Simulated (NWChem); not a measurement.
System: C$_{2}$H$_{8}$Si; SMILES CC[SiH3]

NWChem input:

```
start job
memory heap 200 mb stack 900 mb global 1100 mb
geometry units angstroms noautoz
  Si     0.092781    -1.152507     0.002037
  C     -0.662512     0.589233     0.002396
  C      0.373456     1.721637    -0.005241
  H     -0.984828    -2.205194     0.011914
  H      0.948953    -1.356668    -1.221868
  H      0.963953    -1.349245     1.216554
  H     -1.324260     0.667680     0.892648
  H     -1.334914     0.664984    -0.880034
  H      1.024902     1.673939    -0.902486
  H      1.037430     1.674442     0.882846
  H     -0.109394     2.720832    -0.002049
end
basis spherical
  * library def2-svp
end
dft
  xc hfexch
  iterations 150
  mulliken
end
task dft energy
```

Coordinates come from a PBE-D3(BJ)/def2-SVP optimisation.

Question: What results follow from this input? (Hartree-Fock/def2-SVP.) Quantities: energy (Ha); highest occupied level (eV); orbital gap (eV); dipole (D).

Answer: 
| Property | Result |
|---|---|
| energy (Ha) | -369.17 |
| highest occupied level (eV) | -11.66 |
| orbital gap (eV) | 15.89 |
| dipole (D) | 0.79 |
